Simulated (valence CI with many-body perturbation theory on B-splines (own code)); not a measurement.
## P III in brief

Calculated by relativistic CI+MBPT: three valence electrons over a frozen Dirac-Fock core [Ne], a basis of 11 s, 11 p, 9 d, 7 f, 5 g, 2 h, 1 i functions for each j, with the one-electron correlation potential Σ1, the two-electron term Σ2, the three-electron term Σ3, Breit, model QED; selected CI, second order for the rest, scaled by the run's own slope (own B-spline code, finite nucleus).

Against 13 measured levels this calculation errs by 60 cm⁻¹ on average and by 100 at most. These come from a selection out of Martin, Zalubas and Musgrove, J. Phys. Chem. Ref. Data 14, 751 (1985). Levels without a partner in it may be off by more.

Rates and lifetimes use the calculated energies. Strong lines usually hold to 10 to 20 %, long lifetimes can be off by a factor of two.

Question: What is the ground level?

Answer: 3s2 3p 2P°_1/2, composition 95 % 3s2 3p 2P° + 2 % 3p3 2P°, g = 0.666.

Question: Among levels below 206808 cm⁻¹, which E1 lines absorb most strongly from the ground level?

Answer: to 3s2 3d 2D_3/2 at 85.55 nm, f = 1.23; to 3s 3p2 2P_1/2 at 91.66 nm, f = 0.507; to 3s 3p2 2P_3/2 at 91.35 nm, f = 0.278.

Question: What are the static dipole polarisabilities of the lowest levels?

Answer: 3s2 3p 2P°_1/2 8.99; 3s2 3p 2P°_3/2 9.02 (tensor 0.21) bohr³, of which the core gives 0.106.

Question: How well does LS coupling describe the low levels?

Answer: Among the lowest 20 levels the leading LS term, summed over configurations, holds 100 % on average. For single configurations the figures are 87 % in LS and 66 % in jj coupling. Terms hardly mix: every one of these levels is at least 95 % one term.

Question: How is the term 2P° of the ground level split?

Answer: J = 1/2 at 0.0, J = 3/2 at 560 cm⁻¹.
